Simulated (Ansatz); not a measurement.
One change: `[BH2][GaH][OH]` becomes `[OH][GaH][F]`.

Ansatz, PBE0-D4/def2-TZVP geometries, multiplicity 1. Each molecule was computed in one conformer, which needn't be the lowest.

Outer-core shells of Ga are correlated without core-valence functions. Scalar relativity is left out up to krypton. Spin–orbit coupling is left out.

| property | `[BH2][GaH][OH]` |
| --- | --- |
| HOMO energy (B3LYP/def2-TZVPP) / eV | -7.45 |
| HOMO energy (PBE0/def2-TZVPP) / eV | -7.64 |
| LUMO energy (ωB97M-V/def2-TZVPP) / eV | -0.66 |
| HOMO–LUMO gap (PBE/def2-TZVPP) / eV | 2.84 |
| zero-point energy (PBE0-D4/def2-TZVP) / kJ/mol | 104.6 |
| vertical ionisation energy (CCSD(T)/def2-TZVPP) / eV | 10.07 |

Question: Give the same properties after the change, and the shifts. (Best estimate.)

Answer: Computed: 
```
                                            property  `[OH][GaH][F]`  shift
                 HOMO energy (B3LYP/def2-TZVPP) / eV           -9.10  -1.65
                  HOMO energy (PBE0/def2-TZVPP) / eV           -9.37  -1.73
               LUMO energy (ωB97M-V/def2-TZVPP) / eV            0.74   1.40
                 HOMO–LUMO gap (PBE/def2-TZVPP) / eV            5.96   3.12
      zero-point energy (PBE0-D4/def2-TZVP) / kJ/mol            58.8  -45.8
vertical ionisation energy (CCSD(T)/def2-TZVPP) / eV           12.15   2.08
```

With PBE0 the HOMO falls by 1.73 eV and the LUMO rises by 1.65 eV, so the gap widens by about 3.38 eV. PBE moves the HOMO by -1.27 eV and ωB97M-V by -1.92 eV. The zero-point energy changes by -45.8 kJ/mol with -6 modes.

B3LYP here is the variant with VWN-RPA as its local correlation; programs differ in this.
